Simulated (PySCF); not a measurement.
```xyz
4
charge 0 multiplicity 3, angstrom
Os   -0.0112    0.2884    0.0000
S     0.0000   -1.7657    0.0000
H     1.0646    0.5431   -1.1339
H     1.0646    0.5431    1.1339
```

Level of theory: PySCF, UPBE0, basis Os def2-TZVP with ECP60, S def2-TZVP, H def2-TZVP (scalar-relativistic core potentials, no spin–orbit coupling, density fitting).

This geometry of H2OsS is a stationary point at this level.

(1) What is the point group?

(2) Is it a minimum?

(3) Give the atomic charges and bond orders.

(4) Give the ideal-gas entropy at 298.15 K and 1 bar by parts.

(5) What is the atomisation energy, with and without zero-point energy?

Answers

(1) Cs.

(2) Yes: all harmonic wavenumbers are real.

(3) 
```
atom  Mulliken  Löwdin  polar tensor  spin (Mulliken)  Mayer order to Os1
 Os1      0.26   -0.10          0.60             1.46                   –
  S2     -0.22    0.14         -0.39             0.64                2.22
H3,4     -0.02   -0.02         -0.11            -0.05                0.95
```

(4) translation 176.5, rotation 94.8, vibration 8.2, spin 9.1; total 288.6 J/(mol K).

(5) 1024 kJ/mol without, 983 kJ/mol with.

Only a few start shapes were tried, so a lower isomer may exist. Other spin states or occupations of the open shell can lie lower. Spin–orbit coupling, left out here, can matter for elements this heavy.
